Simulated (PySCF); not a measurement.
**How methods differ on the fine-structure interval of Nd⁴³⁺**

Nd⁴³⁺ [Ne] 3s2 3p5 [3p1/2^2 3p3/2^3, M_J = 3/2] → Nd⁴³⁺ [Ne] 3s2 3p5 [3p1/2^1 3p3/2^4, M_J = 1/2], as a difference of total energies. Computed with PySCF 2.14 in an uncontracted even-tempered set (18 s from 9.8 bohr⁻², ratio 2.4; 14 p from 13 bohr⁻², ratio 2.4; 4 d from 48 bohr⁻², ratio 2.6; 4 f from 72 bohr⁻², ratio 2.6), with the two-component X2C-1e Hamiltonian. Correlated levels: 1s2 frozen; the 54 highest virtual spinors dropped. "Screened" scales the spin-orbit matrix elements by Boettger's factors to mimic the two-electron term; Breit and QED terms are absent.

```json
{"method": "GHF (screened spin-orbit)", "fine-structure interval (cm⁻¹)": "1051000"}
{"method": "GMP2 (screened spin-orbit)", "fine-structure interval (cm⁻¹)": "1052200"}
{"method": "GHF (bare spin-orbit)", "fine-structure interval (cm⁻¹)": "1089700"}
```
